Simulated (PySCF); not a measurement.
C2H6AlBrO, SMILES C[O][Al]([CH3])[Br].

Geometry: B3LYP-D3(BJ)/def2-SVP. Other conformers were not sampled.

The numbers are results of B3LYP/def2-TZVP (PySCF), not measurements.

Isolated molecule, no solvent.

Computed frontier levels, gap, dipole moment and polarisability:
- highest occupied level: -7.96 eV
- lowest empty level: -0.60 eV
- orbital gap: 7.36 eV
- dipole moment: 1.22 D
- quadrupole, principal values (traceless, Buckingham form, about the centre of nuclear charge): -6.39, 3.11, 3.28 D·Å
- mean static polarisability: 72.6 bohr³ (10.75 Å³)
- polarisability, principal values: 57.8, 78.5, 81.4 bohr³
